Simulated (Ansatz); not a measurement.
Cost and result up the ladder for the cluster Be₂O₂ (4 atoms). Charge 0, multiplicity 1. Geometry: B3LYP-D4/def2-TZVP.

Cartesian coordinates in Å:
```
Be 0.2188 -0.7871 -0.2895
Be -0.2186 0.7872 0.2892
O 0.8784 -0.0569 0.8185
O -0.8786 0.0568 -0.8183
```

Ansatz on 4 threads of Arm Neoverse V1 on a shared host. Times are rough, and most runs start from the orbitals of an earlier one. ωB97X-V/def2-TZVP serves as the yardstick here, not as an exact answer. Differences are given only for rows in sets of like size (and for xTB, whose basis is part of the method), since another set adds its own error. Binding counts from free atoms at the same level (Be singlet, O triplet; other spins of the atoms weren't run), without zero-point energy or a counterpoise term.

LC-ωPBE has ω = 0.4 bohr⁻¹. B3LYP takes the VWN-RPA correlation. Correlated methods freeze 2 core orbitals. The structure comes from a short search, and lower isomers may exist.

Correlated methods converge slowly with the basis.

| level | functions | wall time | binding energy per atom (eV) | difference from ωB97X-V/def2-TZVP (eV) |
| --- | --- | --- | --- | --- |
| HF/STO-3G | 20 | 0.1 s | 2.23 | – |
| PBE-D4/def2-SVP | 46 | 0.25 s | 4.10 | – |
| MP2/def2-TZVP | 100 | 0.25 s | 4.12 | 0.11 |
| LDA (SPW92)/def2-TZVP | 100 | 0.3 s | 4.85 | 0.83 |
| PBE0-D4/def2-SVP | 46 | 0.3 s | 3.85 | – |
| PBE-D4/def2-TZVP | 100 | 0.4 s | 4.24 | 0.22 |
| LC-ωPBE/def2-TZVP | 100 | 0.5 s | 4.08 | 0.07 |
| B3LYP-D4/def2-TZVP | 100 | 0.55 s | 4.06 | 0.04 |
| PBE0-D4/def2-TZVPD | 124 | 0.6 s | 4.05 | 0.04 |
| PBE0-D4/def2-TZVP | 100 | 0.7 s | 4.02 | 0.01 |
| RPA@PBE/def2-TZVP | 100 | 0.75 s | 3.41 | -0.60 |
| r2SCAN-D4/def2-TZVP (with forces) | 100 | 1 s | 4.16 | 0.14 |
| r2SCAN-D4/def2-TZVPD | 124 | 1.1 s | 4.18 | 0.16 |
| ωB97X-V/def2-TZVP | 100 | 1.2 s | 4.01 | 0.00 |
